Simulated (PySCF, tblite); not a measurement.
Isomers of C3H8N2Si, one GFN2-xTB conformer each. Single-point energies are computed at PBE0/pcSseg-1 (PySCF, gas phase, no added dispersion term), electronic only.

Problem. Rank them by PBE0/pcSseg-1 energy, lowest first (kcal/mol).
A. `[SiH3]N1CCC=N1`
B. `[CH3:1][N:2]([CH3:3])[SiH2:4][C:5]#[N:6]` with C1–N2–Si4–C5 78°

Solution. B (0.0), A (19.6).

As drawn, the lower has a C≡N group and an Si–C bond, which the higher lacks; the higher has a C=N bond and an N–N linkage, which the lower lacks. GFN2-xTB itself gives, in the same order: 20.9, 0.0. GFN2-xTB puts [SiH3]N1CCC=N1 lowest instead.

Problem. Which frontier levels, dipoles and rotational constants go with these structures?

Solution. 
```tsv
SMILES	HOMO (eV, PBE0/pcSseg-1)	LUMO (eV)	dipole (D)	A, B, C (MHz)
CN(C)[SiH2]C#N	-7.01	-0.55	3.98	4770, 1613, 1606
[SiH3]N1CCC=N1	-5.89	0.52	2.12	7410, 2048, 1668
```

Problem. What happens when harmonic zero-point energies from GFN2-xTB frequencies are added?

Solution. 
```
        SMILES  ZPE (kcal/mol)  electronic (kcal/mol)  with ZPE (kcal/mol)
CN(C)[SiH2]C#N            66.2                    0.0                  0.0
[SiH3]N1CCC=N1            65.7                   19.6                 19.2
```

The zero-point energies span 0.5 kcal/mol. The order is unchanged.
